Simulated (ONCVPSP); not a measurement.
Varying the ONCV potential for oxygen

Base potential:

- Element: O
- Generator: ONCVPSP 4.0.1
- Type: optimised norm-conserving Vanderbilt (ONCV)
- Functional: PBE
- Relativity: scalar-relativistic
- Frozen core: [He]
- Valence charge: 6
- Reference configuration: 2s2 2p1 (charge +3)
- Partial waves: 2s: rc 0.85 bohr, ncon 3, nbas 8, qcut 8.7 1/bohr, 2 projectors, debl 3.7 Ha; 2p: rc 1.80 bohr, ncon 5, nbas 9, qcut 9 1/bohr, 2 projectors, debl 1.9 Ha; d scattering state at 0.28 Ha: rc 1.80 bohr, ncon 4, nbas 9, qcut 5.2 1/bohr, 3 projectors, debl 3.3 Ha
- Local potential: polynomial inside 0.85 bohr (lpopt 4, dvloc0 6 Ha)
- Core correction: Teter function, fcfact 5, rcfact 1.25

In the p channel the program set the typed energies aside and used -2.387, 0.050 Ha. In the d channel the program set the typed energies aside and used 0.050, 3.350, 6.650 Ha.

All-electron outer shells of the reference configuration (PBE, scalar-relativistic, ld1.x):

```tsv
shell	level (eV)	outermost node (bohr)	outermost maximum (bohr)
1s	-586.81	–	0.13
2s	-79.49	0.27	0.81
2p	-64.96	–	0.70
```

Cutoffs, loose and tight: the cutoffs (Ha) at which the residual kinetic energy of the hardest occupied pseudo-wave falls to 1 and 0.1 mHa per electron. They do not see the model core or the augmentation charge, which bear on the density cutoff. Test errors are all-electron minus pseudo excitation energies from the reference, over the configurations 2s2 2p4; 2s2 2p3; 2s2 2p2; 2s0 2p6. A dash means not determined; rows that change the core or the reference have their own tests.

| change | outcome | cutoff, loose | cutoff, tight | bound ghosts | GHOST(+) flags above zero | largest test error (meV) |
| --- | --- | --- | --- | --- | --- | --- |
| base | generated, projector energies reset by the program | 36 Ha | 211 Ha | none | none | +2599 |
| local potential polynomial inside 0.85 bohr (lpopt 4, dvloc0 2 Ha) | generated, projector energies reset by the program | 36 Ha | 211 Ha | none | none | +2599 |
| s: qcut 8.4 | generated, projector energies reset by the program | 36 Ha | 241 Ha | none | none | +2618 |
| fully relativistic | generated, projector energies reset by the program | 36 Ha | 181 Ha | none | none | +2607 |
| core correction Teter function, fcfact 5, rcfact 1.22 | generated, projector energies reset by the program | 36 Ha | 211 Ha | none | none | +2599 |
| s: nproj 0; local potential the s channel | generated, projector energies reset by the program | 36 Ha | 211 Ha | none | none | +2593 |

**Question.** What comes out with this change to the base: reference 2s2 2p4?

**Answer.** outcome: generated; cutoff, loose: 34 Ha; cutoff, tight: 134 Ha; bound ghosts: none; GHOST(+) flags above zero: none; largest test error (meV): +3211.
